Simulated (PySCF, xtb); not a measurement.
C2H6B, charge +1, multiplicity 1. Atoms are numbered in the order given.

```xyz
9

C      0.0000     0.0000     1.4795
B      0.0000     0.0000     0.0000
C      0.0000     0.0000    -1.4795
H     -0.8929    -0.5155     1.8583
H      0.8929    -0.5155     1.8583
H      0.0000     1.0311     1.8583
H     -0.8929     0.5155    -1.8583
H      0.0000    -1.0311    -1.8583
H      0.8929     0.5155    -1.8583
```
Charge +1, spin multiplicity 1.

Geometry: ωB97X-D3(BJ)/def2-TZVP. The spin state was assumed, not searched. The isomer is the one that the SMILES or the coordinates give; other isomers of the formula were not compared.

Computed with PySCF with IEF-PCM-ωB97X/def2-SVP.

The values are the electrostatic part of the solvation free energy, E(continuum) − E(gas) at the gas-phase geometry, in a cavity of scaled van der Waals radii (PySCF's table); cavitation and dispersion terms are not included. In vacuum the orbital gap is 14.67 eV.

```json
[
 {"solvent": "water", "ε": "78.36", "ΔG(elec) (kcal/mol)": "(withheld)", "gap (eV)": "(withheld)"},
 {"solvent": "acetone", "ε": "20.49", "ΔG(elec) (kcal/mol)": "-58.5", "gap (eV)": "14.74"},
 {"solvent": "tetrahydrofuran", "ε": "7.43", "ΔG(elec) (kcal/mol)": "-53.2", "gap (eV)": "14.73"}
]
```

Task: What belongs in the gaps? (The exact figures need the calculation; the answer reports its results.)

Result: 
- water, ΔG(elec) (kcal/mol): -60.7
- water, gap (eV): 14.75

For comparison, GFN2-xTB/ALPB(water) (xtb, at the GFN2-xTB geometry, all terms of that model) gives -60.4 kcal/mol.
